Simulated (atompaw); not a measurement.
# Cutoff test, Cl (Z = 17), PAW (atompaw)

atompaw 4.2.0.5 input, output lines left out:

```
Cl 17
LDA-PW scalarrelativistic loggrid 1500 logderivrange -4 5 226
3 3 0 0 0 0
3 1 5
0 0 0
c
c
v
c
v
1
1.15 0.90 1.05 0.95
y
-0.15
n
y
1.65
n
custom rrkj gramschmidtortho sinc
bessel
1.15
1.15
1.15
1.15
```

The pseudo-atom Hamiltonian at the reference potential is diagonalised in spherical Bessel functions j_l(qr) that vanish at 20 bohr, with q² up to the cutoff. All-electron valence levels (Ry): 3s -1.5209, 3p -0.6396.

**Question.** How do the lowest levels (Ry) of each channel move with the cutoff, and are there ghosts?

**Answer.**

```csv
cutoff (Ry),s #1,s #2,p #1,p #2,d #1,d #2,f #1,Σ f·Δε (mRy)
8,-1.4214,-0.0175,-0.5799,0.0373,0.0754,0.1698,0.1191,497.7
12,-1.4522,-0.0187,-0.6298,0.0363,0.0754,0.1691,0.1191,186.8
21,-1.5064,-0.0211,-0.6376,0.0361,0.0753,0.1686,0.1191,39.1
30,-1.5189,-0.0217,-0.6386,0.0361,0.0753,0.1685,0.1191,9.3
40,-1.5203,-0.0218,-0.6393,0.0360,0.0753,0.1684,0.1191,2.8
50,-1.5205,-0.0218,-0.6394,0.0360,0.0753,0.1684,0.1191,1.9
70,-1.5209,-0.0219,-0.6395,0.0360,0.0753,0.1684,0.1191,0.6
90,-1.5209,-0.0219,-0.6396,0.0360,0.0753,0.1684,0.1191,0.3
400,-1.5210,-0.0219,-0.6396,0.0360,0.0753,0.1684,0.1191,0.0
```

Result: no extra level below or beside the all-electron valence levels (s, p, d, f tested); 10 mRy is reached at 30 Ry and 1 mRy at 70 Ry.
